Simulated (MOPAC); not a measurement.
MOPAC input (AM1):

```
AM1 PRECISE GNORM=0.05 LET XYZ CHARGE=-1 GEO-OK AUX(PRECISION=9) THREADS=1
H4BO3Si

O    -1.92322600 1   -1.18393300 1   -0.01810100 1
B    -0.86423500 1   -0.29074300 1   -0.20027400 1
O    -1.08109800 1    0.71905700 1   -1.11277600 1
O     0.27677900 1   -0.45632000 1    0.50167800 1
Si    1.66631900 1    0.63865800 1    0.32396600 1
H    -1.63709700 1   -1.82770300 1    0.63752400 1
H    -0.26018600 1    1.25589000 1   -1.13012000 1
H     1.94540800 1    0.88004400 1    1.81614500 1
H     2.76494500 1   -0.42616600 1    0.17588800 1
```

Output:

```
 *******************************************************************************
 **                                                                           **
 **                              MOPAC v23.2.5                                **
 **                                                                           **
 *******************************************************************************
 ** MOPAC's Digital Object Identifier: https://doi.org/10.5281/zenodo.6511958 **
 **                                                                           **
 ** Please cite the open-source release paper for use of this MOPAC version:  **
 ** J. E. Moussa and J. J. P. Stewart (2026)                                  **
 ** MOPAC: An open-source semiempirical molecular orbital program             **
 ** J. Open Source Softw., 11(119), 8025, https://doi.org/10.21105/joss.08025 **
 *******************************************************************************

                              AM1 CALCULATION RESULTS

 *******************************************************************************
 *  AM1        - The AM1 Hamiltonian to be used
 *  GEO-OK     - OVERRIDE INTERATOMIC DISTANCE AND OTHER SAFETY CHECKS
 *
 *
 *
 *                 CHARGE ON SYSTEM = -1
 *
 *
 *
 *  LET        - OVERRIDE SOME SAFETY CHECKS
 *  PRECISE    - TIGHTER CRITERIA TO BE USED
 *  XYZ        - CARTESIAN COORDINATE SYSTEM TO BE USED
 *  GNORM      - EXIT WHEN GRADIENT NORM DROPS BELOW 0.050
 *  AUX        - OUTPUT AUXILIARY INFORMATION
 *******************************************************************************
AM1 PRECISE GNORM=0.05 LET XYZ CHARGE=-1 GEO-OK AUX(PRECISION=9) THREADS=1
 H4BO3Si

   ATOM   CHEMICAL          X               Y               Z
  NUMBER   SYMBOL      (ANGSTROMS)     (ANGSTROMS)     (ANGSTROMS)

     1       O         -1.92322600  *  -1.18393300  *  -0.01810100  *
     2       B         -0.86423500  *  -0.29074300  *  -0.20027400  *
     3       O         -1.08109800  *   0.71905700  *  -1.11277600  *
     4       O          0.27677900  *  -0.45632000  *   0.50167800  *
     5      Si          1.66631900  *   0.63865800  *   0.32396600  *
     6       H         -1.63709700  *  -1.82770300  *   0.63752400  *
     7       H         -0.26018600  *   1.25589000  *  -1.13012000  *
     8       H          1.94540800  *   0.88004400  *   1.81614500  *
     9       H          2.76494500  *  -0.42616600  *   0.17588800  *

          CARTESIAN COORDINATES

    NO.       ATOM           X           Y           Z

     1         O         -1.9232     -1.1839     -0.0181
     2         B         -0.8642     -0.2907     -0.2003
     3         O         -1.0811      0.7191     -1.1128
     4         O          0.2768     -0.4563      0.5017
     5        Si          1.6663      0.6387      0.3240
     6         H         -1.6371     -1.8277      0.6375
     7         H         -0.2602      1.2559     -1.1301
     8         H          1.9454      0.8800      1.8161
     9         H          2.7649     -0.4262      0.1759

  H: (AM1): M.J.S. DEWAR ET AL, J. AM. CHEM. SOC. 107 3902-3909 (1985)
  B: (AM1): M.J.S. DEWAR ET AL, ORGANOMETALLICS, 7, 513-521 (1988)
  O: (AM1): M.J.S. DEWAR ET AL, J. AM. CHEM. SOC. 107 3902-3909 (1985)
 Si: (AM1): M.J.S.DEWAR, C. JIE, ORGANOMETALLICS, 6, 1486-1490 (1987).

           Empirical Formula: H4 O3 B Si  =     9 atoms

      MOLECULAR POINT GROUP   :   Cs

      RHF CALCULATION, NO. OF DOUBLY OCCUPIED LEVELS = 15

          Geometry optimization using EF

          DIAGONAL MATRIX USED AS START HESSIAN

 CYCLE:     1  GRAD.:   103.674 HEAT: -257.7169
 CYCLE:     2  GRAD.:   385.438 HEAT: -243.7264
 CYCLE:     3  GRAD.:   309.304 HEAT: -242.2182
 CYCLE:     4  GRAD.:   151.703 HEAT: -254.7004
 CYCLE:     5  GRAD.:   164.469 HEAT: -255.8445
 CYCLE:     6  GRAD.:   257.179 HEAT: -249.9730
 CYCLE:     7  GRAD.:    94.251 HEAT: -260.9506
 CYCLE:     8  GRAD.:   353.655 HEAT: -238.7625
 CYCLE:     9  GRAD.:   284.173 HEAT: -247.0706
 CYCLE:    10  GRAD.:   262.586 HEAT: -246.1528
 CYCLE:    11  GRAD.:   206.405 HEAT: -241.8326
 CYCLE:    12  GRAD.:   172.870 HEAT: -257.8108
 CYCLE:    13  GRAD.:    65.123 HEAT: -264.5723
 CYCLE:    14  GRAD.:    14.558 HEAT: -266.0150
 CYCLE:    15  GRAD.:    14.819 HEAT: -266.1446
 CYCLE:    16  GRAD.:     8.183 HEAT: -266.2922
 CYCLE:    17  GRAD.:     8.763 HEAT: -266.4368
 CYCLE:    18  GRAD.:    10.724 HEAT: -266.6796
 CYCLE:    19  GRAD.:    14.890 HEAT: -266.7960
 CYCLE:    20  GRAD.:     4.451 HEAT: -266.9770
 CYCLE:    21  GRAD.:     3.934 HEAT: -267.0778
 CYCLE:    22  GRAD.:     4.525 HEAT: -267.1593
 CYCLE:    23  GRAD.:     1.960 HEAT: -267.1779
 CYCLE:    24  GRAD.:     1.102 HEAT: -267.1869
 CYCLE:    25  GRAD.:     0.734 HEAT: -267.1950
 CYCLE:    26  GRAD.:     0.550 HEAT: -267.1961
 CYCLE:    27  GRAD.:     0.772 HEAT: -267.1964
 CYCLE:    28  GRAD.:     0.406 HEAT: -267.1967
 CYCLE:    29  GRAD.:     0.108 HEAT: -267.1968
 CYCLE:    30  GRAD.:     0.066 HEAT: -267.1968
 CYCLE:    31  GRAD.:     0.064 HEAT: -267.1968
 CYCLE:    32  GRAD.:     0.038 HEAT: -267.1968

     GRADIENT =  0.03841 IS LESS THAN CUTOFF =  0.05000

 -------------------------------------------------------------------------------
 AM1 PRECISE GNORM=0.05 LET XYZ CHARGE=-1 GEO-OK AUX(PRECISION=9) THREADS=1
 H4BO3Si

     GEOMETRY OPTIMISED USING EIGENVECTOR FOLLOWING (EF).
     SCF FIELD WAS ACHIEVED

                              AM1 CALCULATION
                                                       MOPAC v23.2.5 Linux

          FINAL HEAT OF FORMATION =       -267.19682 KCAL/MOL =   -1117.95148 KJ/MOL

          COSMO AREA              =        123.50 SQUARE ANGSTROMS
          COSMO VOLUME            =        112.67 CUBIC ANGSTROMS

          GRADIENT NORM           =          0.03841          =       0.01280 PER ATOM
          IONIZATION POTENTIAL    =          2.179444 EV
          HOMO LUMO ENERGIES (EV) =         -2.179  6.284
          NO. OF FILLED LEVELS    =         15
          MOLECULAR WEIGHT        =         90.9253         POINT GROUP:  Cs

          MOLECULAR DIMENSIONS (Angstroms)

            Atom       Atom       Distance
            H     9    O     1     4.85060
            H     7    H     6     3.02842
            O     1    H     8     2.38993

          SCF CALCULATIONS        =         33

   ATOM   CHEMICAL          X               Y               Z
  NUMBER   SYMBOL      (ANGSTROMS)     (ANGSTROMS)     (ANGSTROMS)

     1       O         -1.91811222  *  -1.11770819  *  -0.06827898  *
     2       B         -0.83730996  *  -0.28056822  *  -0.19492616  *
     3       O         -1.04918729  *   0.71420948  *  -1.09297429  *
     4       O          0.21078050  *  -0.57023079  *   0.55940663  *
     5      Si          1.66718377  *   0.49043449  *   0.44244671  *
     6       H         -1.63483201  *  -1.76108054  *   0.58560174  *
     7       H         -0.22325876  *   1.21793908  *  -1.08144641  *
     8       H          1.88829479  *   1.42280075  *   1.53960518  *
     9       H          2.80556178  *  -0.03917410  *  -0.29624700  *

                             CARTESIAN COORDINATES

   1    O       -1.918112220    -1.117708193    -0.068278984
   2    B       -0.837309957    -0.280568219    -0.194926163
   3    O       -1.049187286     0.714209484    -1.092974292
   4    O        0.210780504    -0.570230787     0.559406626
   5   Si        1.667183765     0.490434489     0.442446711
   6    H       -1.634832014    -1.761080542     0.585601743
   7    H       -0.223258761     1.217939082    -1.081446407
   8    H        1.888294793     1.422800751     1.539605181
   9    H        2.805561779    -0.039174099    -0.296246997

           Empirical Formula: H4 O3 B Si  =     9 atoms

      MOLECULAR POINT GROUP   :   Cs

                  EIGENVALUES
 -34.05115 -32.32670 -30.92604 -17.05253 -14.41321 -12.32118 -12.12071 -11.03522
  -9.52993  -8.60559  -8.34959  -8.00621  -7.84006  -6.24264  -2.17944   6.28446
   7.34665   7.47714   7.91628   8.21612   9.33494   9.87573  11.58557  13.15587

              NET ATOMIC CHARGES AND DIPOLE CONTRIBUTIONS

  ATOM NO.   TYPE          CHARGE      No. of ELECS.   s-Pop       p-Pop
    1          O          -0.330537        6.3305     1.84988     4.48065
    2          B           0.164538        2.8355     1.08667     1.74880
    3          O          -0.319372        6.3194     1.84736     4.47202
    4          O          -0.427103        6.4271     1.84292     4.58418
    5         Si          -0.251181        4.2512     0.81500     3.43618
    6          H           0.204369        0.7956     0.79563
    7          H           0.243723        0.7563     0.75628
    8          H          -0.142219        1.1422     1.14222
    9          H          -0.142218        1.1422     1.14222
 DIPOLE           X         Y         Z       TOTAL
 POINT-CHG.    -3.707    -0.424    -1.515     4.027
 HYBRID         0.687    -1.084     1.207     1.762
 SUM           -3.020    -1.508    -0.308     3.389

          ATOMIC ORBITAL ELECTRON POPULATIONS

     Atom    s        px        py        pz
    1  O   1.84988   1.44969   1.44077   1.59019
    2  B   1.08667   0.62844   0.58144   0.53891
    3  O   1.84736   1.40742   1.45066   1.61394
    4  O   1.84292   1.33379   1.64035   1.61004
    5 Si   0.81500   0.81692   1.24974   1.36952
    6  H   0.79563
    7  H   0.75628
    8  H   1.14222
    9  H   1.14222

 **********************
 *                    *
 * JOB ENDED NORMALLY *
 *                    *
 **********************

 == MOPAC DONE ==
```

The dipole moment of an ion depends on the origin.

The geometry given is a B3LYP-D3(BJ)/def2-TZVP minimum.
